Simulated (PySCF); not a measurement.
Cu2Te: one-bond stretch

All numbers come from B3LYP/[Te def2-SVP with ECP28, Cu def2-SVP], scalar-relativistic core potentials, density fitting, no spin–orbit coupling, PySCF.

Rigid scan from the singlet minimum (Cu–Cu 2.503 Å, Te–Cu 2.425 Å (×2); Cu–Cu–Te 58.9° (×2), Cu–Te–Cu 62.2°). Coordinate: the bond from Te to the last atom (Cu) scaled, the rest fixed. Energies in kJ/mol from the minimum.

Question: Predict the curve at 0.92, 0.96, 1.00, 1.05, 1.12, 1.20, 1.35, 1.55, 1.80, 2.20.

Answer: 
```json
{"scale of one bond": "0.92", "E (kJ/mol)": "21.4", "dipole size (D)": "4.41"}
{"scale of one bond": "0.96", "E (kJ/mol)": "4.6", "dipole size (D)": "4.51"}
{"scale of one bond": "1.00", "E (kJ/mol)": "0.0", "dipole size (D)": "4.61"}
{"scale of one bond": "1.05", "E (kJ/mol)": "5.3", "dipole size (D)": "4.73"}
{"scale of one bond": "1.12", "E (kJ/mol)": "24.7", "dipole size (D)": "4.90"}
{"scale of one bond": "1.20", "E (kJ/mol)": "54.9", "dipole size (D)": "5.07"}
{"scale of one bond": "1.35", "E (kJ/mol)": "116.3", "dipole size (D)": "5.31"}
{"scale of one bond": "1.55", "E (kJ/mol)": "188.2", "dipole size (D)": "–"}
{"scale of one bond": "1.80", "E (kJ/mol)": "251.8", "dipole size (D)": "–"}
{"scale of one bond": "2.20", "E (kJ/mol)": "305.5", "dipole size (D)": "–"}
```

At long bonds a restricted determinant can lie too high, and another spin state can fall below this curve.

Other isomers or separated fragments may lie lower.
